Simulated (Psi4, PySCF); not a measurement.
Psi4 was given this input:
```
memory 2 GB

molecule mol {
1 2
Si   -0.270919   -0.356726    0.337084
H    -1.036664   -1.365046   -0.396130
F     0.536614    0.706579   -0.480339
}

set {
  basis 6-31g**
  reference uks
  scf_type pk
  puream true
  d_convergence 1e-8
  dft_radial_points 99
  dft_spherical_points 590
}

energy('b3lyp5')
print_variables()
```

Q: Give the equivalent PySCF input.

A: One answer among several that fit: 
```python
from pyscf import gto, scf, dft

mol = gto.M(
    atom='''
Si   -0.27091864   -0.35672587    0.33708443
H    -1.03666430   -1.36504615   -0.39612972
F     0.53661392    0.70657870   -0.48033915
''',
    basis='6-31g**',
    charge=1,
    spin=1,
    verbose=4,
)

mf = dft.UKS(mol)
mf.xc = 'b3lyp5'
mf.grids.atom_grid = (99, 590)
mf.grids.prune = None
mf.kernel()
```

Both were run: Psi4 gave -389.491444 Eh and PySCF -389.491443 Eh, 0.000 mEh apart.
